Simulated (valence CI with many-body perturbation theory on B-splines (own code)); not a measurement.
Eu XXIV: calculated level list

Method: configuration interaction combined with many-body perturbation theory (CI+MBPT): four valence electrons over a frozen Dirac-Fock core [Kr], a basis of 7 s, 7 p, 8 d, 6 f, 4 g, 1 h functions for each j, with the one-electron correlation potential Σ1, the two-electron term Σ2, the three-electron term Σ3, Breit, model QED; selected CI, second order for the rest, scaled by the run's own slope (own B-spline code, finite nucleus).

No measured levels were compared; by estimate terms of the open shell hold to 2 to 4 % of their energy, and close levels can change places. Only levels of the ground parity were solved; by the run's estimate the other parity begins above the list, which can be wrong where configurations are misplaced.

Levels 1 to 32 of 32, with energies above the lowest level, (4d3/2^4) J=0. "Leading %" is the weight of the configuration and term that name the level; weights of strongly mixed levels are sums over their largest components and can fall short, so below about 35 % the name and the second component can differ from the true leading terms, or belong to a minority configuration. In the jj column 3d3/2^4 stands for four electrons in 3d with j = 3/2.

```
No.  Configuration  Term  J  E (cm⁻¹)  Leading %              Leading jj  Second component
  1            4d4    3P  0       0.0         50          4d3/2^4 (92 %)       42 % 4d4 5D
  2            4d4    5D  1     35776         73    4d3/2^3 4d5/2 (93 %)       27 % 4d4 3P
  3            4d4    5D  2     56788         75    4d3/2^3 4d5/2 (60 %)        7 % 4d4 3D
  4            4d4    3F  4     65405         31    4d3/2^3 4d5/2 (89 %)       23 % 4d4 5D
  5            4d4    5D  3     67351         56    4d3/2^3 4d5/2 (63 %)       20 % 4d4 3F
  6            4d4    5D  0     96317         54  4d3/2^2 4d5/2^2 (89 %)       27 % 4d4 3P
  7            4d4    3H  4    100990         42  4d3/2^2 4d5/2^2 (85 %)       42 % 4d4 5D
  8            4d4    3G  3    107960         54  4d3/2^2 4d5/2^2 (66 %)       28 % 4d4 5D
  9            4d4    3F  2    108410         41  4d3/2^2 4d5/2^2 (67 %)       22 % 4d4 1D
 10            4d4    3H  5    117340         71  4d3/2^2 4d5/2^2 (99 %)       29 % 4d4 3G
 11            4d4    3P  1    121800         57  4d3/2^2 4d5/2^2 (84 %)       26 % 4d4 3D
 12            4d4    3H  6    125000         59  4d3/2^2 4d5/2^2 (96 %)       41 % 4d4 1I
 13            4d4    3G  4    133870         63  4d3/2^2 4d5/2^2 (93 %)       31 % 4d4 1G
 14            4d4    3D  2    136400         40  4d3/2^2 4d5/2^2 (90 %)       31 % 4d4 3P
 15            4d4    3F  3    136710         41  4d3/2^2 4d5/2^2 (85 %)       37 % 4d4 3D
 16            4d4    3F  4    155240         42    4d3/2 4d5/2^3 (63 %)       28 % 4d4 5D
 17            4d4    3F  2    162960         35  4d3/2^2 4d5/2^2 (73 %)       31 % 4d4 3P
 18            4d4    3F  3    167180         48    4d3/2 4d5/2^3 (88 %)       21 % 4d4 3G
 19            4d4    3G  5    177410         71    4d3/2 4d5/2^3 (99 %)       29 % 4d4 3H
 20            4d4    3D  1    178460         70    4d3/2 4d5/2^3 (88 %)       20 % 4d4 3P
 21            4d4    1I  6    181610         59    4d3/2 4d5/2^3 (96 %)       41 % 4d4 3H
 22            4d4    3F  4    182350         50  4d3/2^2 4d5/2^2 (72 %)       37 % 4d4 1G
 23            4d4    3P  2    189920         63  4d3/2^2 4d5/2^2 (59 %)       22 % 4d4 3D
 24            4d4    1S  0    196870         56    4d3/2 4d5/2^3 (81 %)       42 % 4d4 3P
 25            4d4    3F  2    202540         59    4d3/2 4d5/2^3 (55 %)       33 % 4d4 3P
 26            4d4    1F  3    202710         45    4d3/2 4d5/2^3 (92 %)       31 % 4d4 3D
 27            4d4    3F  3    232030         70    4d3/2 4d5/2^3 (98 %)       27 % 4d4 1F
 28            4d4    3P  1    233060         94    4d3/2 4d5/2^3 (95 %)                  
 29            4d4    1G  4    236120         73    4d3/2 4d5/2^3 (57 %)       18 % 4d4 3F
 30            4d4    3P  0    238160         56  4d3/2^2 4d5/2^2 (61 %)       41 % 4d4 1S
 31            4d4    1D  2    239490         53    4d3/2 4d5/2^3 (44 %)       23 % 4d4 3P
 32            4d4    3F  4    246490         52          4d5/2^4 (58 %)       28 % 4d4 1G
```

The ionisation energy to 4d3 4F_3/2 of the next ion comes out as 756.41 eV (NIST: 755 ± 4 eV (theoretical)). All 32 levels together are meant to be complete up to 249310 cm⁻¹.
